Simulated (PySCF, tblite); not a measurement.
Isomers of C6H10F3OP, one GFN2-xTB conformer each. Single-point energies are computed at PBE0/pcSseg-1 (PySCF, gas phase, no added dispersion term), electronic only.

Question: Rank them by PBE0/pcSseg-1 energy, lowest first (kcal/mol).
A. `[O:1]=[P@@H:2]1[CH2:3][CH2:4][CH2:5][CH2:6][C@@H:7]1[C:8]([F:9])([F:10])[F:11]` with O1–P2–C3–C4 -66°, P2–C3–C4–C5 -64°, C3–C4–C5–C6 66°, C4–C5–C6–C7 -65°
B. `[CH2:1]=[C:2]([CH3:3])[P@@:4](=[O:5])([CH2:6][CH3:7])[C:8]([F:9])([F:10])[F:11]` with C1–C2–P4–O5 4°, C2–P4–C6–C7 -177°

Answer: A (0.0), B (21.9).

As drawn, the higher has a C=C bond outside aromatic rings, which the lower lacks. GFN2-xTB itself gives, in the same order: 0.0, 34.6. Both levels put the same isomer lowest.

Q: Which frontier levels, dipoles and rotational constants go with these structures?

A: 
| SMILES | HOMO (eV, PBE0/pcSseg-1) | LUMO (eV) | dipole (D) | A, B, C (MHz) |
| --- | --- | --- | --- | --- |
| O=[P@@H]1CCCC[C@@H]1C(F)(F)F | -7.90 | 0.70 | 5.23 | 1594, 771.0, 631.8 |
| C=C(C)[P@@](=O)(CC)C(F)(F)F | -8.17 | -0.81 | 4.29 | 1099, 906.7, 741.8 |

Q: What happens when harmonic zero-point energies from GFN2-xTB frequencies are added?

A: 
```tsv
SMILES	ZPE (kcal/mol)	electronic (kcal/mol)	with ZPE (kcal/mol)
O=[P@@H]1CCCC[C@@H]1C(F)(F)F	98.3	0.0	0.0
C=C(C)[P@@](=O)(CC)C(F)(F)F	95.6	21.9	19.2
```

The zero-point energies span 2.7 kcal/mol. The order is unchanged.
